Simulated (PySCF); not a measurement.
Vertical excitations of a molecule H₉NSi₄ from TDA-PBE/def2-SVPD (PySCF 2.14.0), as energy in eV (oscillator strength): 4.80 (0.000), 4.85 (0.000), 5.23 (0.000), 5.27 (0.000), 5.62 (0.033), 5.65 (0.005), 5.71 (0.000), 5.71 (0.002), 6.00 (0.023), 6.14 (0.028). Lowest triplet (TDA): 4.54 eV. Geometry: B3LYP-D3(BJ)/def2-SVP. The geometry has at least one imaginary mode, so it is a saddle point at that level. One conformer was computed; it need not be the lowest.

Task: Which molecule gave these data?
A. N1[SiH2][SiH2][SiH2][SiH2]1
B. [SiH3][SiH]1[SiH2]N[SiH2]1
C. [SiH3]N1[SiH2][SiH2][SiH2]1
D. [SiH3][Si@H]1N[SiH2][SiH2]1

Result: A, N1[SiH2][SiH2][SiH2][SiH2]1
